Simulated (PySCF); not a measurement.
## Molecular orbitals of VB

r²SCAN at R = 2.004 Å; PySCF, no relativity, basis sets V def2-TZVPP, B def2-TZVPP. State: ⁷Σ⁺ (septet), unpaired electrons σ ↑↑, π ↑↑, δ ↑↑. Only the outer orbitals are listed, counted within each symmetry.

| spin | orbital | occ. | ε (eV) | on V (%) | main shells (%) |
| --- | --- | --- | --- | --- | --- |
| α | 7σ | 1 | -10.56 | 23 | 77 B s, 10 V s |
| α | 8σ | 1 | -5.54 | 44 | 45 B p, 41 V d, 11 B s |
| α | 3π | 1 | -5.06 | 57 | 54 V d, 42 B p |
| α | 3π | 1 | -5.06 | 57 | 54 V d, 42 B p |
| α | 9σ | 1 | -4.56 | 90 | 60 V s, 27 V d, 10 B p |
| α | 1δ | 1 | -3.96 | 100 | 100 V d |
| α | 1δ | 1 | -3.96 | 100 | 100 V d |
| α | 4π | 0 | -2.62 | 65 | 38 V d, 35 B p, 26 V p |
| α | 4π | 0 | -2.62 | 65 | 38 V d, 35 B p, 26 V p |
| α | 10σ | 0 | -2.14 | 73 | 33 V p, 28 B p, 21 V s |
| β | 6σ | 1 | -40.27 | 100 | 100 V p |
| β | 2π | 1 | -39.10 | 100 | 100 V p |
| β | 2π | 1 | -39.10 | 100 | 100 V p |
| β | 7σ | 1 | -7.97 | 11 | 86 B s |
| β | 3π | 0 | -2.32 | 34 | 65 B p, 31 V d |
| β | 3π | 0 | -2.32 | 34 | 65 B p, 31 V d |
| β | 8σ | 0 | -2.01 | 34 | 52 B p, 24 V d, 13 B s |

Problem. Which are the highest filled and the lowest empty level, where do they sit, and how wide is the gap?

Solution. Highest filled α 1δ at -3.96 eV (in %: 100 V d); lowest empty α 4π at -2.62 eV (in %: 38 V d, 35 B p, 26 V p); the gap at r²SCAN is 1.34 eV.

| Property | Result |
| --- | --- |
| bond order (Mayer) | 1.84 |
| ⟨S²⟩ | 12.007 |
| charge on V (Mulliken, basis-dependent) | 0.19 |
| charge on V (Löwdin, basis-dependent) | 0.05 |
| dipole moment (positive dipole means V(−)B(+)) | -2.90 D |

With d or f electrons several states lie close, and the lowest PBE0 determinant need not be the measured ground state.
